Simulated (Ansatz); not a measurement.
Input for Ansatz (a quantum-chemistry and plane-wave program): R-B2PLYP/def2-TZVPP on HF (SMILES F).

Ansatz 0.2 input:
```yaml
crystal:
  periodic: [false, false, false]
  atoms:
    - {symbol: F, position_ang: [-0.00000000, 0.00000000, 0.46222970]}
    - {symbol: H, position_ang: [0.00000000, -0.00000000, -0.46222970]}
basis:
  gaussian:
    orbitals: def2-TZVPP
hamiltonian:
  xc: {name: B2PLYP}
magnetization: {spin_polarized: false}
correlation: {electrons: outside_noble_gas}
scf: {lower_state_search: off}
```

It printed:

```
WARN ansatz: RAYON_NUM_THREADS=1 ignored (pool sized by the plan → 1); use --threads N
Functional definition: B2PLYP
these checks for a lower state are left out or cut short: stability, starts, cluster_reference, orbital_swaps, neighbouring_geometries, increment
integrals: 0.01 GiB planned
287 factors; integrals over basis functions are off by at most 1.0e-3 eV
mean field: 0.07 GiB planned
mean field evaluation 1: about -2729.5129 eV, gradient 2.9e1 eV
mean field evaluation 2: about -2729.5128 eV, gradient 2.9e1 eV
mean field evaluation 4: about -2730.7210 eV, gradient 7.2e-1 eV
mean field evaluation 8: about -2730.7220 eV, gradient 3.0e-3 eV
mean field -2730.72200709 eV, -100.3521828108 hartree, gradient 1.5e-6 eV, S^2 0.000000; 0 other end points of the search recorded, 0 dependent functions left out
1 core orbitals not correlated
reference -2730.72206409 eV, -100.3521849055 hartree; 4, 4 occupied and 40, 40 virtual orbitals, 287 factors
second order -8.60338291 eV of doubles, -0.00000000 eV of singles
Total energy: -2733.04497748 eV, -100.4375503980 hartree
Checks for a lower state left out: stability, starts, cluster_reference, orbital_swaps, neighbouring_geometries, increment
```

Self-consistency was reached.

Cost: very roughly 0.20 core-seconds.
